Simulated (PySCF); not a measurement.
# O⁺ (oxygen, charge +1) across methods

[He] 2s2 2p3, high-spin 4S determinant. Computed with PySCF 2.14 in aug-cc-pwCVTZ, with the non-relativistic Hamiltonian (point nucleus).

```csv
method,E (hartree),mean ε 2s α (eV),mean ε 2s β (eV),mean ε 2p α (eV),Σ⟨r²⟩ (bohr²),⟨S²⟩
PBE,-74.4920,-41.553,-35.675,-26.370,7.503,3.752
LDA,-74.0106,-41.189,-35.607,-26.438,7.537,3.752
UHF,-74.37099,-56.389,-41.676,-36.191,7.362,3.756
r2SCAN,-74.5531,-43.529,-35.728,-27.284,7.414,3.753
TPSSh,-74.5850,-43.870,-36.621,-27.659,7.443,3.752
wB97M-V,-74.5686,-47.570,-40.805,-31.265,7.491,3.753
PBEsol,-74.2455,-41.345,-35.464,-26.292,7.511,3.752
revPBE,-74.5562,-41.602,-35.670,-26.336,7.492,3.752
PBE0,-74.5079,-45.417,-37.630,-28.974,7.445,3.752
```
